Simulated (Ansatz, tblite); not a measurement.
Removing and adding an electron: the cluster AsS3. Total charge 0; doublet. Geometry: B3LYP-D4/def2-SVP. Ansatz, gas phase; energy differences of separate SCF runs; the oxidised species is a triplet (the singlet lies 0.54 eV higher at PBE0-D4/def2-TZVP); the reduced species is a singlet (the triplet lies 1.57 eV higher at PBE0-D4/def2-TZVPD).

```
atom   x (Å)   y (Å)   z (Å)
 As1   0.155  -0.986  -0.458
  S2  -0.164   0.331   1.730
  S3   1.569  -0.099  -1.618
  S4  -1.561   0.754   0.347
```

The xTB rows come from tblite. The structure comes from a short search, and lower isomers may exist.

| level | −HOMO (eV) | vertical IE (eV) | −LUMO (eV) | vertical EA (eV) | HOMO–LUMO gap (eV) | IE − EA (eV) | remarks |
| --- | --- | --- | --- | --- | --- | --- | --- |
| GFN1-xTB | – | 15.31 | – | 7.15 | – | 8.16 | – |
| GFN2-xTB | – | 13.45 | – | 7.76 | – | 5.69 | – |
| PBE-D4/def2-TZVP | 6.03 | 8.76 | 5.13 | – | 0.89 | – | – |
| PBE-D4/def2-TZVPD | 6.10 | – | 5.20 | 2.53 | 0.90 | – | HOMO above zero (-1 singlet) |
| r2SCAN-D4/def2-TZVP | 6.26 | 8.84 | 5.05 | – | 1.21 | – | – |
| r2SCAN-D4/def2-TZVPD | 6.30 | – | 5.09 | 2.58 | 1.21 | – | – |
| PBE0-D4/def2-TZVP | 7.01 | 8.86 | 4.26 | – | 2.75 | – | – |
| PBE0-D4/def2-TZVPD | 7.06 | – | 4.31 | 2.65 | 2.74 | – | – |

   A HOMO above zero means that the electron is unbound at that level or that self-interaction error raises the level; the energy of removing that electron tells which. HOMO and LUMO are the levels of the spin that leaves or enters (xTB has no such levels and no spin-polarisation term). Other spin states of the ions may lie lower, which would lower the ionisation energy or raise the affinity. Raw xTB energy differences between charge states are shifted by several eV; the methods need an empirical correction for them.
